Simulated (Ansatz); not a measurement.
`N=C(I)[NH][GaH2]` + H₂ → `N=CI` + `[NH2][GaH2]` at 400 K and 1 bar (hydrogenolysis of a C–N bond).

Computed with Ansatz on PBE0-D4/def2-TZVP structures; ΔE is electronic, products minus reactants. CCSD(T)/CBS adds triple-zeta CCSD(T) − MP2 to the extrapolated MP2 energy (def2 sets, frozen cores). This one scheme is used for every species. def2 core potentials past Kr. For Ga, I outer-core shells are correlated without core-valence functions, which leaves a few kJ/mol of doubt a bond. Scalar relativity is left out up to krypton. One conformer a species, not always the lowest.

| species | CCSD(T)/CBS energy (Eh) | H − E (kJ/mol) | S (J/(mol·K)) |
| --- | --- | --- | --- |
| `N=C(I)[NH][GaH2]` | -2371.23384 | 167.8 | 405.4 |
| H₂ | -1.17544 | 38.0 | 139.0 |
| `N=CI` | -391.36369 | 97.3 | 296.4 |
| `[NH2][GaH2]` | -1981.05479 | 122.4 | 284.4 |

H − E and S are ideal-gas, rigid-rotor, harmonic terms from PBE0-D4/def2-TZVP, for one conformer and one mirror image of each species. For small species the MP2-based limit differs from directly extrapolated CCSD(T) by up to some mEh (0.8 for H₂); such offsets cancel only in part. 1 Eh = 2625.50 kJ/mol, R = 8.31446 J/(mol·K).

Task: By hand: ΔE, ΔH, ΔS and ΔG.

Result: ΔE = (-391.36369) + (-1981.05479) − (-2371.23384) − (-1.17544) = -0.00920 Eh = -24.2 kJ/mol. Δ(H − E) = 97.3 + 122.4 − 167.8 − 38.0 = 13.9, so ΔH = -10.3 kJ/mol. ΔS = 296.4 + 284.4 − 405.4 − 139.0 = 36.4 J/(mol·K). ΔG = -10.3 − 400 × (36.4)/1000 = -24.9 kJ/mol.

Task: By hand: the equilibrium constant, and the temperature at which ΔG would vanish if ΔH and ΔS stayed fixed.

Result: log₁₀ K = −ΔG/(RT ln 10) = 3.3. ΔH and −TΔS have one sign here, so there is no such temperature.

TΔS isn't small against ΔH here. A doubt of 5 kJ/mol in ΔE shifts log₁₀ K by 0.7 here. Other conformers and mirror images would add mixing entropy, several J/(mol·K) or more a flexible species. Modes under 60 cm⁻¹, often nearly free rotors, make the harmonic entropy too high. These are equilibria of isolated gas molecules and say nothing of rates. Largest T1 diagnostic: 0.014 (customary marks: 0.02 for closed shells, 0.045 for open ones).
